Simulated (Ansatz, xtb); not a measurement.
## Two isomers of C5H8N2S

Structure a: `CCc1nc(C)ns1`, a singlet. Structure b: `CCSc1cnc[nH]1`, a singlet. Both are isolated molecules in the gas phase, relaxed with PBE0-D3(BJ)/def2-SVP; the shapes shown needn't be the lowest conformers.

a (Å):

```csv
atom,x (Å),y (Å),z (Å)
C,2.1395,-1.7486,-1.6858
C,1.7327,-0.9456,-0.4623
C,0.2804,-1.0142,-0.1239
C,-1.6190,-0.6750,0.9053
C,-2.4811,-0.0864,1.9683
N,-0.2785,-0.4016,0.8804
N,-2.1206,-1.4601,-0.0193
S,-0.8882,-1.9265,-1.0246
H,3.2177,-1.6528,-1.8757
H,1.6107,-1.4027,-2.5880
H,1.9186,-2.8199,-1.5553
H,2.2909,-1.2766,0.4297
H,1.9877,0.1203,-0.5876
H,-2.4245,1.0121,1.9368
H,-3.5211,-0.4045,1.8321
H,-2.1269,-0.4018,2.9613
```

b (Å):

| atom | x (Å) | y (Å) | z (Å) |
| --- | --- | --- | --- |
| C | 0.2031 | 0.1752 | 2.1178 |
| C | 1.1930 | -0.9102 | 1.7525 |
| C | 0.1569 | -1.3527 | -0.7756 |
| C | 0.9075 | -1.0774 | -1.9025 |
| C | -1.0124 | -0.2284 | -2.2701 |
| N | 0.1741 | -0.3795 | -2.8126 |
| N | -1.0773 | -0.7950 | -1.0415 |
| S | 0.5112 | -2.2317 | 0.6878 |
| H | -0.1437 | 0.7112 | 1.2211 |
| H | -0.6754 | -0.2459 | 2.6300 |
| H | 0.6694 | 0.9161 | 2.7867 |
| H | 2.0822 | -0.4981 | 1.2518 |
| H | 1.5423 | -1.4533 | 2.6454 |
| H | 1.9434 | -1.3632 | -2.0819 |
| H | -1.8615 | 0.2821 | -2.7257 |
| H | -1.8743 | -0.8402 | -0.4193 |

**Question.** Estimate which is lower in electronic energy at CCSD(T)/def2-SVP + ΔMP2/def2-TZVPP, and by roughly how much.

**Answer.** The CCSD(T)/def2-SVP + ΔMP2/def2-TZVPP calculation puts structure a lower, by 9.6 kcal/mol.

How the difference moves with the method:

```csv
level,geometry,E(b) − E(a) (kcal/mol),departure from the last row (kcal/mol),"job, with rough time for the two"
PBE0-D3(BJ)/def2-SVP,PBE0-D3(BJ)/def2-SVP,+3.3,−6.3,"optimisation, 2.6 min"
HF/def2-SVP,PBE0-D3(BJ)/def2-SVP,+2.6,−7.0,part of the CCSD(T) run
MP2/def2-SVP,PBE0-D3(BJ)/def2-SVP,+4.6,−5.0,part of the CCSD(T) run
CCSD(T)/def2-SVP,PBE0-D3(BJ)/def2-SVP,+6.2,−3.4,single point
CCSD(T)/def2-SVP + ΔMP2/def2-TZVPP,PBE0-D3(BJ)/def2-SVP,+9.6,,"single point, 2.4 min"
```

As drawn, b has 2 C–S, 1 C∷C, 1 C∷N, 1 N–H in place of 2 C–C, 1 N∷S, 1 C∷S, 1 C–H (∷ is an aromatic bond).

The levels shown agree on the order. The largest departure from CCSD(T)/def2-SVP + ΔMP2/def2-TZVPP is that of HF/def2-SVP, 7.0 kcal/mol. Levels run at GFN2-xTB geometries aren't shown. The last row adds to CCSD(T) the change of the MP2 difference between the two basis sets, here +3.4 kcal/mol, a large step that makes the value less sure.

With thermal terms from frequencies at re-optimised GFN2-xTB minima (ideal gas, soft modes damped towards free rotors, one conformer each, 298.15 K, 1 atm): on the last row, ΔE + ΔZPE = +10.1, ΔH = +9.9, ΔG = +10.5 kcal/mol.

The correlated steps freeze 12 core orbitals. Run with Ansatz 0.2.0, xtb 6.7.1; the last row on 4 threads of Arm Neoverse V1 on a shared host.
